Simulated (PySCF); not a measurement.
Isomers of C5H7ClO, one GFN2-xTB conformer each. Single-point energies are computed at PBE0/pcSseg-1 (PySCF, gas phase, no added dispersion term), electronic only.

```
        SMILES  GFN2-xTB relative energy (kcal/mol)
CC(C)=CC(=O)Cl                                  0.0
C=C(CCl)C(C)=O                                 17.9
  C=CCOC(=C)Cl                                 31.1
```

Conformers: `[CH3:1][C:2]([CH3:3])=[CH:4][C:5](=[O:6])[Cl:7]` with C2–C4–C5–O6 0°; `[CH2:1]=[C:2]([CH2:3][Cl:4])[C:5]([CH3:6])=[O:7]` with C1–C2–C3–Cl4 0°, C1–C2–C5–C6 0°; `[CH2:1]=[CH:2][CH2:3][O:4][C:5](=[CH2:6])[Cl:7]` with C1–C2–C3–O4 137°, C2–C3–O4–C5 179°, C3–O4–C5–C6 173°.

Task: What does PBE0/pcSseg-1 give for the same structures?

Result: 
```tsv
SMILES	PBE0/pcSseg-1 E (Eh)	PBE0/pcSseg-1 (kcal/mol)	GFN2-xTB (kcal/mol)	point group
CC(C)=CC(=O)Cl	-729.65020	0.0	0.0	–
C=C(CCl)C(C)=O	-729.63141	11.8	17.9	Cs
C=CCOC(=C)Cl	-729.58134	43.2	31.1	C1
```

Both levels put the same isomer lowest; measured from each level's own lowest isomer, the values differ by up to 12.1 kcal/mol (C=CCOC(=C)Cl: 31.1 against 43.2). As drawn, the lowest has a C=O bond, which the highest lacks.

Task: Which frontier levels, dipoles and rotational constants go with these structures?

Result: 
```tsv
SMILES	HOMO (eV, PBE0/pcSseg-1)	LUMO (eV)	dipole (D)	A, B, C (MHz)
CC(C)=CC(=O)Cl	-8.04	-1.92	4.49	4616, 1189, 956.5
C=C(CCl)C(C)=O	-7.68	-1.87	2.80	5007, 1169, 959.1
C=CCOC(=C)Cl	-6.68	-0.09	1.38	4789, 1094, 915.3
```
